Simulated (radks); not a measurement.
Values are calculated unless marked as measured or tabulated.
Q: These are the eigenvalues of the occupied orbitals of an atom or ion with whole-number occupations (hartree). Code: a radial shooting solver on a logarithmic mesh with Libxc functionals. Model: Dirac Kohn-Sham, BP86, spin-unpolarised, spherical densities, point nucleus.

| orbital | eigenvalue |
|---|---|
| 1s1/2 | -145.7550 |
| 2s1/2 | -15.80269 |
| 2p1/2 | -12.96589 |
| 2p3/2 | -12.83028 |
| 3s1/2 | -2.28959 |
| 3p1/2 | -1.59456 |
| 3p3/2 | -1.58019 |

Which element is it, and in what charge state? The configuration may be excited. Open shells, if any, are shared by 2j + 1.

A: Z = 20, calcium, charge +2: Ca2+ in [Ar]. The list shows which subshells hold electrons but not how many an open one holds; the 1s level, -145.76 hartree, gives Z - s = 17.1 by -(Z - s)^2/2, which with screening and relativity narrows Z to a few neighbours, and the depths of the outer levels then fix element, charge and occupations together.
